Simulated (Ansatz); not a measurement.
Question: Name a neutral molecule of Cl, F, Nb with HOMO–LUMO gap (PBE0/def2-TZVPP) between 5.00 and 5.30 eV and HOMO energy (PBE0/def2-TZVPP) between -9.70 and -9.40 eV (Ansatz, PBE0-D4/def2-TZVP geometry).

Answer: `[F][Nb]([F])([Cl])([Cl])[Cl]` (5.27 eV, -9.62 eV). Other molecules can fit too; these were computed, each in one conformer that needn't be the lowest.
